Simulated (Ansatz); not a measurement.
Relaxation of AlCl2H4N (8 atoms, charge 0, multiplicity 1), to a largest force component of 0.03 eV/Å in at most 50 steps.

Computed with Ansatz, RKS PBE-D4/6-31G*.

```xyz
8
Properties=species:S:1:pos:R:3:forces:R:3
Al -0.145 0.519 -0.590 0.05 -0.34 0.48
N -0.089 0.112 2.479 -0.08 0.57 -0.85
H -0.877 -0.106 3.096 -0.02 -0.01 -0.01
H 0.763 0.105 3.048 0.02 -0.01 -0.01
Cl 1.750 -0.040 -1.334 0.00 0.00 0.00
Cl -1.850 -0.427 -1.399 -0.01 -0.01 0.00
H -0.297 1.752 0.372 -0.04 0.40 -0.24
H -0.222 1.085 2.124 0.08 -0.61 0.62
```

Problem. Where does it end, and by what steps?

Solution. It converged. After 8 steps the energy has fallen by 1.351 eV; H3 moved furthest, 0.90 Å. Joined: Al1–N2 (3.10 → 2.06 Å).

```json
{"step": "0", "energy less start (eV)": "0.0000", "largest force component (eV/Å)": "0.853", "accepted": "yes"}
{"step": "1", "energy less start (eV)": "-0.2536", "largest force component (eV/Å)": "1.314", "accepted": "yes"}
{"step": "2", "energy less start (eV)": "-0.5752", "largest force component (eV/Å)": "1.876", "accepted": "yes"}
{"step": "3", "energy less start (eV)": "-0.9834", "largest force component (eV/Å)": "1.100", "accepted": "yes"}
{"step": "4", "energy less start (eV)": "-1.1289", "largest force component (eV/Å)": "1.716", "accepted": "yes"}
{"step": "5", "energy less start (eV)": "-1.2889", "largest force component (eV/Å)": "0.634", "accepted": "yes"}
{"step": "6", "energy less start (eV)": "-1.3263", "largest force component (eV/Å)": "0.563", "accepted": "yes"}
{"step": "7", "energy less start (eV)": "-1.3504", "largest force component (eV/Å)": "0.103", "accepted": "yes"}
{"step": "8", "energy less start (eV)": "-1.3514", "largest force component (eV/Å)": "0.021", "accepted": "yes"}
```

```xyz
8
Properties=species:S:1:pos:R:3
Al -0.151 0.655 -0.027
N -0.112 0.273 1.996
H -0.863 -0.384 2.244
H 0.785 -0.162 2.252
Cl 1.775 -0.159 -0.540
Cl -1.838 -0.577 -0.552
H -0.333 2.232 -0.141
H -0.228 1.121 2.565
```

The run took 31 s on 1 thread of Arm Neoverse V1 (shared host), peak memory 0.12 GiB.
